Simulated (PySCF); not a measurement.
SMILES I[SiH]I, doublet, PBE0/def2-SVP optimised geometry.

```
4

I      1.45    -0.71     0.00
Si    -1.00    -0.71     0.00
I     -1.96    -1.79     1.98
H     -1.45     0.71     0.00
```

Density from PySCF with unrestricted PBE0/def2-TZVP, def2 effective core potentials past Kr at that geometry. The core electrons that the potentials of I replace are not part of the density.

Minimum of the electron density along straight lines between bonded atoms, close to the bond critical point (lines longer than 1.1 times the sum of covalent radii, or with two minima, are not listed):

```tsv
bond	length / Å	ρ at the minimum / e bohr⁻³	∇²ρ there / e bohr⁻⁵	position (fraction from the first atom)
I1–Si2	2.446	0.081	-0.06	0.65
Si2–I3	2.446	0.081	-0.06	0.35
Si2–H4	1.499	0.120	0.12	0.49
```
